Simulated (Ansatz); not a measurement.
Compare A (`C=C(N)S[SiH3]`) with its isomer B (`C[SiH]1NCS1`).

Isolated molecules relaxed with PBE0-D4/def2-TZVP in Ansatz; ΔE leaves out vibrations. CCSD(T)/CBS is the MP2 limit (def2-TZVPP, def2-QZVPP) plus CCSD(T) − MP2 in def2-TZVPP, frozen cores. DFT in def2-TZVPP. B3LYP here is the variant with VWN-RPA as its local correlation; programs differ in this. Each species was taken in one conformer, which may not be the lowest.

Which is lower in electronic energy at CCSD(T)/CBS, and by how much? (Estimate.)

The calculation gave: B, by 30.6 kcal/mol.

Give E(B) − E(A) in kcal/mol with ωB97M-V, HF/def2-TZVPP, B2PLYP, r2SCAN-D4, MP2/def2-TZVPP, B3LYP-D4, CCSD(T)/def2-TZVPP. (An estimate is asked.)

Ansatz gave: ωB97M-V -31.1, HF/def2-TZVPP -29.1, B2PLYP -28.6, r2SCAN-D4 -28.9, MP2/def2-TZVPP -31.8, B3LYP-D4 -26.5, CCSD(T)/def2-TZVPP -29.9. None reverses the order clearly.

Largest T1 diagnostic: 0.012.

From PBE to PBE0 (25 % exact exchange), in def2-TZVPP and without D4, E(B) − E(A) moves by −3.5 kcal/mol. In def2-TZVPP, CCSD(T) changes the Hartree–Fock value by −0.8 kcal/mol (the triples alone add +0.9 kcal/mol) and MP2 by −2.7 kcal/mol.
